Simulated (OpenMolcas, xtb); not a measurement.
**How methods differ on GaSiH3F2 (SMILES [F][Ga]([F])[SiH3])**

GaSiH3F2: 7 atoms, total charge 0, spin state singlet. SMILES: `[F][Ga]([F])[SiH3]`. The coordinates come from a PBE0-D4/def2-TZVP relaxation.

Quantity: the dipole moment, in D. The values are calculated.

```tsv
level	kind	program	value (D)
GFN1-xTB	semi-empirical	xtb	5.16
HF/6-31G* (spherical functions)	Hartree–Fock	OpenMolcas	3.66
SVWN5/6-31G* (spherical functions)	LDA	OpenMolcas	3.46
revPBE/6-31G* (spherical functions)	GGA	OpenMolcas	3.23
r2SCAN/6-31G* (spherical functions)	meta-GGA	OpenMolcas	3.40
B3LYP/6-31G* (spherical functions)	global hybrid	OpenMolcas	3.49
BHLYP/6-31G* (spherical functions)	global hybrid	OpenMolcas	3.65
```

All-electron rows without a relativistic Hamiltonian named are non-relativistic. The values span 3.23 to 5.16 D. Magnitudes only.
